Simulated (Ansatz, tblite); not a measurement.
Breaking a bond: SMILES Cl[Te](Cl)(Cl)Cl (Cl₄Te). The Te1–Cl5 bond (Te1 also carries Cl, Cl, Cl; Cl5 carries nothing else) is stretched with both fragments frozen at the PBE0/def2-TZVP, def2 effective core potentials past Kr optimised geometry.

Computed with: RKS-PBE0 = restricted PBE0/def2-TZVP, def2 effective core potentials past Kr run with Ansatz (a first-principles code); UKS-PBE = unrestricted PBE/def2-TZVP, def2 effective core potentials past Kr in Ansatz; GFN2-xTB, 300 K electronic temperature (tblite); RKS-PBE = Ansatz with restricted PBE/def2-TZVP, def2 effective core potentials past Kr.

Energies are in mEh, each relative to the lowest point of its own curve near equilibrium.

```json
[
 {"R / Å": "1.91", "RKS-PBE0": "79.0", "UKS-PBE": "88.0", "GFN2-xTB": "63.7", "RKS-PBE": "88.0"},
 {"R / Å": "2.02", "RKS-PBE0": "33.4", "UKS-PBE": "40.1", "GFN2-xTB": "26.6", "RKS-PBE": "40.1"},
 {"R / Å": "2.14", "RKS-PBE0": "8.8", "UKS-PBE": "12.9", "GFN2-xTB": "7.2", "RKS-PBE": "12.9"},
 {"R / Å": "2.25", "RKS-PBE0": "[?]", "UKS-PBE": "2.3", "GFN2-xTB": "0.6", "RKS-PBE": "2.3"},
 {"R / Å": "2.30", "RKS-PBE0": "0.0", "UKS-PBE": "0.5", "GFN2-xTB": "0.0", "RKS-PBE": "0.5"},
 {"R / Å": "2.34", "RKS-PBE0": "0.4", "UKS-PBE": "0.0", "GFN2-xTB": "[?]", "RKS-PBE": "0.0"},
 {"R / Å": "2.43", "RKS-PBE0": "3.9", "UKS-PBE": "1.4", "GFN2-xTB": "3.2", "RKS-PBE": "1.4"},
 {"R / Å": "2.60", "RKS-PBE0": "16.1", "UKS-PBE": "10.0", "GFN2-xTB": "14.4", "RKS-PBE": "10.0"},
 {"R / Å": "2.81", "RKS-PBE0": "35.3", "UKS-PBE": "25.1", "GFN2-xTB": "33.8", "RKS-PBE": "25.1"},
 {"R / Å": "3.05", "RKS-PBE0": "57.4", "UKS-PBE": "43.0", "GFN2-xTB": "57.5", "RKS-PBE": "43.0"},
 {"R / Å": "3.33", "RKS-PBE0": "79.7", "UKS-PBE": "61.3", "GFN2-xTB": "81.1", "RKS-PBE": "61.3"},
 {"R / Å": "3.78", "RKS-PBE0": "105.9", "UKS-PBE": "79.9", "GFN2-xTB": "105.8", "RKS-PBE": "82.7"},
 {"R / Å": "4.23", "RKS-PBE0": "122.2", "UKS-PBE": "87.7", "GFN2-xTB": "—", "RKS-PBE": "95.5"},
 {"R / Å": "4.85", "RKS-PBE0": "[?]", "UKS-PBE": "[?]", "GFN2-xTB": "—", "RKS-PBE": "104.7"},
 {"R / Å": "5.59", "RKS-PBE0": "141.5", "UKS-PBE": "93.6", "GFN2-xTB": "—", "RKS-PBE": "109.4"},
 {"R / Å": "6.60", "RKS-PBE0": "145.9", "UKS-PBE": "[?]", "GFN2-xTB": "—", "RKS-PBE": "[?]"}
]
```

**Question.** Fill in the missing entries.

**Answer.** 
- 2.25, RKS-PBE0: 0.7
- 2.34, GFN2-xTB: 0.3
- 4.85, RKS-PBE0: 134.5
- 4.85, UKS-PBE: 91.9
- 6.60, UKS-PBE: 94.4
- 6.60, RKS-PBE: 111.8

A dash means that the run gave no value there, or that the column was ended at a point which the program doubted or which failed a test of continuity chosen for this set; such a test can also cut sound points.

The restricted form behind RKS-PBE0, RKS-PBE keeps the bonding electrons paired and can't separate into open-shell fragments. The unrestricted determinant behind UKS-PBE is spin-contaminated at 3.33 to 6.60 Å (<S²> up to 0.9, against 0.00 for a pure singlet).
